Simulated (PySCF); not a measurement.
C$_{2}$H$_{2}$F$_{3}$O$_{2}$, charge +2, doublet, geometry from GFN2-xTB of the parent state (a state made from the parent by changing its charge; the spin is typed, not shown lowest); PySCF with TPSS/6-31G.

The PySCF input:
```python
from pyscf import gto, scf, dft

mol = gto.M(
    atom='''
O     1.60853260   -0.88459897    0.02028416
C     0.90805593    0.14957858   -0.08119017
O     1.25456321    1.33780754   -0.27055162
C    -0.66666345   -0.09815298    0.05643252
F    -1.30533713    1.03736901   -0.08535804
F    -0.89868137   -0.60744521    1.24860373
F    -1.03378219   -0.94934942   -0.87846494
H     2.59287415   -0.88028630   -0.04247575
H     2.19421086    1.62089485   -0.36986561
''',
    basis='6-31g',
    charge=2,
    spin=1,
    verbose=4,
)

mf = dft.UKS(mol)
mf.xc = 'tpss'
mf.kernel()
```

Problem. Predict the main parts of the log of this PySCF run.

Solution. 
```
PySCF version 2.14.0

[INPUT] verbose = 4
[INPUT] num. atoms = 9
[INPUT] num. electrons = 55
[INPUT] charge = 2
[INPUT] spin (= nelec alpha-beta = 2S) = 1
[INPUT] symmetry False subgroup None
[INPUT] Mole.unit = angstrom
[INPUT] Symbol           X                Y                Z      unit          X                Y                Z       unit  Magmom
[INPUT]  1 O      1.608532600000  -0.884598970000   0.020284160000 AA    3.039686076435  -1.671649783372   0.038331507067 Bohr   0.0
[INPUT]  2 C      0.908055930000   0.149578580000  -0.081190170000 AA    1.715977013487   0.282662550301  -0.153427185307 Bohr   0.0
[INPUT]  3 O      1.254563210000   1.337807540000  -0.270551620000 AA    2.370780872855   2.528089857978  -0.511268464357 Bohr   0.0
[INPUT]  4 C     -0.666663450000  -0.098152980000   0.056432520000 AA   -1.259811337758  -0.185482250510   0.106642007319 Bohr   0.0
[INPUT]  5 F     -1.305337130000   1.037369010000  -0.085358040000 AA   -2.466729675926   1.960343319011  -0.161303318130 Bohr   0.0
[INPUT]  6 F     -0.898681370000  -0.607445210000   1.248603730000 AA   -1.698261662549  -1.147905082579   2.359519087810 Bohr   0.0
[INPUT]  7 F     -1.033782190000  -0.949349420000  -0.878464940000 AA   -1.953565211553  -1.794010400315  -1.660058146632 Bohr   0.0
[INPUT]  8 H      2.592874150000  -0.880286300000  -0.042475750000 AA    4.899822018964  -1.663500018207  -0.080267534435 Bohr   0.0
[INPUT]  9 H      2.194210860000   1.620894850000  -0.369865610000 AA    4.146457584946   3.063047343218  -0.698944705795 Bohr   0.0

nuclear repulsion = 349.884478314929
number of shells = 39
number of NR pGTOs = 162
number of NR cGTOs = 67
basis = 6-31g
ecp = {}

******** <class 'pyscf.dft.uks.UKS'> ********
method = UKS
initial guess = minao
damping factor = 0
level_shift factor = 0
DIIS = <class 'pyscf.scf.diis.CDIIS'>
diis_start_cycle = 1
diis_space = 8
diis_damp = 0
SCF conv_tol = 1e-09
SCF conv_tol_grad = None
SCF max_cycles = 50
direct_scf = True
direct_scf_tol = 1e-13
number electrons alpha = 28  beta = 27
XC library pyscf.dft.libxc version 7.1.2
    S. Lehtola, C. Steigemann, M. J. T. Oliveira, and M. A. L. Marques,  SoftwareX 7, 1–5 (2018)
XC functionals = tpss
    J. Tao, J. P. Perdew, V. N. Staroverov, and G. E. Scuseria,  Phys. Rev. Lett. 91, 146401 (2003)
    J. P. Perdew, J. Tao, V. N. Staroverov, and G. E. Scuseria,  J. Chem. Phys. 120, 6898 (2004)
    J. Tao, J. P. Perdew, V. N. Staroverov, and G. E. Scuseria,  Phys. Rev. Lett. 91, 146401 (2003)
    J. P. Perdew, J. Tao, V. N. Staroverov, and G. E. Scuseria,  J. Chem. Phys. 120, 6898 (2004)
radial grids:
    Treutler-Ahlrichs [JCP 102, 346 (1995); DOI:10.1063/1.469408] (M4) radial grids

becke partition: Becke, JCP 88, 2547 (1988); DOI:10.1063/1.454033
pruning grids: <function nwchem_prune>
grids dens level: 3
symmetrized grids: False
atomic radii adjust function: <function treutler_atomic_radii_adjust>
small_rho_cutoff = 0
Set gradient conv threshold to 3.16228e-05
tot grids = 118808
init E= -528.649470971758

cycle= 1 E= -525.813439369466  delta_E= 2.84  |g|= 0.929  |ddm|= 2.25
cycle= 2 E= -523.804833622386  delta_E= 2.01  |g|= 2.52  |ddm|= 2.97
cycle= 3 E= -526.008172330646  delta_E= -2.2  |g|= 0.606  |ddm|= 2.19
cycle= 4 E= -526.129394750666  delta_E= -0.121  |g|= 0.494  |ddm|= 1.13
cycle= 5 E= -526.144503642497  delta_E= -0.0151  |g|= 0.435  |ddm|= 0.434
cycle= 6 E= -526.198997445522  delta_E= -0.0545  |g|= 0.257  |ddm|= 0.453
cycle= 7 E= -526.159123065494  delta_E= 0.0399  |g|= 0.346  |ddm|= 1.08
cycle= 8 E= -526.189736128827  delta_E= -0.0306  |g|= 0.283  |ddm|= 1.14
cycle= 9 E= -526.23460404269  delta_E= -0.0449  |g|= 0.124  |ddm|= 0.739
cycle= 10 E= -526.239050197751  delta_E= -0.00445  |g|= 0.0803  |ddm|= 0.12
cycle= 11 E= -526.236929068565  delta_E= 0.00212  |g|= 0.111  |ddm|= 0.182
cycle= 12 E= -526.242021296015  delta_E= -0.00509  |g|= 0.0374  |ddm|= 0.166
cycle= 13 E= -526.242644051142  delta_E= -0.000623  |g|= 0.0105  |ddm|= 0.0768
cycle= 14 E= -526.242607104968  delta_E= 3.69e-05  |g|= 0.0147  |ddm|= 0.0317
cycle= 15 E= -526.242699678229  delta_E= -9.26e-05  |g|= 0.00304  |ddm|= 0.0197
cycle= 16 E= -526.242704098535  delta_E= -4.42e-06  |g|= 0.00147  |ddm|= 0.00509
cycle= 17 E= -526.242704743672  delta_E= -6.45e-07  |g|= 0.00078  |ddm|= 0.00268
cycle= 18 E= -526.242705065508  delta_E= -3.22e-07  |g|= 0.000139  |ddm|= 0.00114
cycle= 19 E= -526.242705081885  delta_E= -1.64e-08  |g|= 4.49e-05  |ddm|= 0.000676
cycle= 20 E= -526.242705090291  delta_E= -8.41e-09  |g|= 3.39e-05  |ddm|= 0.000627
cycle= 21 E= -526.242705101709  delta_E= -1.14e-08  |g|= 3.46e-05  |ddm|= 0.000861
cycle= 22 E= -526.242705102797  delta_E= -1.09e-09  |g|= 3.47e-05  |ddm|= 8.37e-05
cycle= 23 E= -526.242705104012  delta_E= -1.21e-09  |g|= 3.52e-05  |ddm|= 9.49e-05
cycle= 24 E= -526.242705106246  delta_E= -2.23e-09  |g|= 3.7e-05  |ddm|= 0.000173
cycle= 25 E= -526.242705107954  delta_E= -1.71e-09  |g|= 3.54e-05  |ddm|= 0.000122
cycle= 26 E= -526.242705096476  delta_E= 1.15e-08  |g|= 3.7e-05  |ddm|= 0.000836
cycle= 27 E= -526.242705035098  delta_E= 6.14e-08  |g|= 2.91e-05  |ddm|= 0.00587
cycle= 28 E= -526.242705006625  delta_E= 2.85e-08  |g|= 2.36e-05  |ddm|= 0.00583
cycle= 29 E= -526.242705004941  delta_E= 1.68e-09  |g|= 1.47e-05  |ddm|= 0.00121
cycle= 30 E= -526.24270500382  delta_E= 1.12e-09  |g|= 4.56e-05  |ddm|= 0.000325
cycle= 31 E= -526.242705004782  delta_E= -9.62e-10  |g|= 1.27e-05  |ddm|= 8.45e-05
Extra cycle  E= -526.242705001087  delta_E= 3.7e-09  |g|= 9.26e-05  |ddm|= 0.000162
converged SCF energy = -526.242705001087  <S^2> = 0.75245559  2S+1 = 2.0024541
```
